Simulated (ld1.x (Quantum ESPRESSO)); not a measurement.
## Before and after: PAW potential for boron (B)

ld1.x (Quantum ESPRESSO) 7.5 input, shortened:

```
&input
   title='B', zed=5., rel=0, dft='PBESOL', iswitch=3,
   config='[He] 2s2 2p1'
 /
 &inputp
   pseudotype=3, lpaw=.true., tm=.true., lloc=-2, rcloc=1.40,
   nlcc=.true., new_core_ps=.true., rcore=1.25,
   which_augfun='BESSEL', rmatch_augfun=1.20
 /
4
2S  1  0   2.00   0.00  1.15  1.45  0.0
2S  1  0   0.00   3.00  1.15  1.45  0.0
2P  2  1   1.00   0.00  2.05  2.15  0.0
2P  2  1   0.00   0.05  2.05  2.15  0.0
 &test
   configts(1)='2s2 2p1'
 /
```

All-electron outer shells of the reference configuration (PBEsol, non-relativistic, ld1.x):

| shell | level (eV) | outermost node (bohr) | outermost maximum (bohr) |
| --- | --- | --- | --- |
| 2s | -9.36 | 0.46 | 1.52 |
| 2p | -3.56 | – | 1.59 |

Change: waves 2p (bound): rcut 2.05, rcutus 2.74 bohr; 2p channel at 0.05 Ry: rcut 2.05, rcutus 2.74 bohr.

Cutoffs: the cutoffs (Ry, on a coarse ladder) from which the occupation-weighted sum of valence levels, in a spherical-Bessel basis at the reference potential, stays within 10 and 1 mRy of its value at 400 Ry; they do not see the model core or the augmentation charge, which bear on the density cutoff. Errors are all-electron minus pseudo energies relative to the spin-unpolarised reference configuration.

What does the change do?

The potential gets softer (12 Ry and 18 Ry → 8 Ry and 18 Ry); of the 7 tests that both files solve, the error grows in 2 and shrinks in 3 by more than 15 % and 0.3 meV (median size 0.5 → 1.0 meV); neither file shows a bound ghost. A larger radius leaves more room for a smooth pseudo-wave, so fewer plane waves are needed.

```tsv
quantity	base	changed
cutoff, loose	12 Ry	8 Ry
cutoff, tight	18 Ry	18 Ry
loose cutoff by channel (10 mRy a level)	s 6 Ry, p 10 Ry	s 6 Ry, p 6 Ry
bound ghosts	none	none
error for 2s2 2p0, meV [ΔE 8.14 eV]	-0.1	+1.0
error for 2s1 2p0, meV [ΔE 33.40 eV]	-5.8	-4.1
error for 2s2 2p0.5, meV [ΔE 2.86 eV]	0.0	+0.1
error for 2s1 2p2, meV [ΔE 5.81 eV]	-0.5	+0.9
error for 2s2 2p1.3, meV [ΔE -0.73 eV]	0.0	0.0
error for 2s0 2p3, meV [ΔE 11.64 eV]	-2.7	+1.2
error for 2s1 2p1, meV [ΔE 14.26 eV]	-2.6	-1.2
lowest overlap eigenvalue by channel	s 0.55, p 0.96	s 0.55, p 0.97
```
